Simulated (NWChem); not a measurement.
A series in which one site is exchanged, each optimised at PBE0/def2-SVP with NWChem, gas phase unless a solvent is named. Some are not confirmed as minima by frequencies. def2 effective core potentials on Y, Sb; no spin-orbit coupling.

A: [F][Sc]([F])[Cl] (ScClF2; site = Sc)
B: [Y]([Cl])([F])[F] (YClF2; site = Y)
C: [Sb]([Cl])([F])[F] (SbClF2; site = Sb)
D: FB(Cl)F (BClF2; site = B)

Values for A:

| Quantity | Result |
|---|---|
| orbital gap (eV), PBE0/def2-SVP | 6.31 |
| vertical ionisation energy, ΔSCF, CAM-B3LYP/def2-SVP (eV) | 11.80 |
| static polarisability, CAM-B3LYP/def2-SVPD (bohr³) | 42.3 |
| lowest singlet excitation, CAM-B3LYP/def2-SVPD, TDA (eV) | 5.12 |

**Question.** How do these values change for the other members?

**Answer.** 
```json
[
 {"change from A": "orbital gap (eV), PBE0/def2-SVP", "B": "-0.02", "C": "+0.98", "D": "+3.48"},
 {"change from A": "vertical ionisation energy, ΔSCF, CAM-B3LYP/def2-SVP (eV)", "B": "-0.21", "C": "-0.33", "D": "+1.03"},
 {"change from A": "static polarisability, CAM-B3LYP/def2-SVPD (bohr³)", "B": "+3.3", "C": "+10.2", "D": "-14.2"},
 {"change from A": "lowest singlet excitation, CAM-B3LYP/def2-SVPD, TDA (eV)", "B": "+0.24", "C": "+1.19", "D": "+2.76"}
]
```
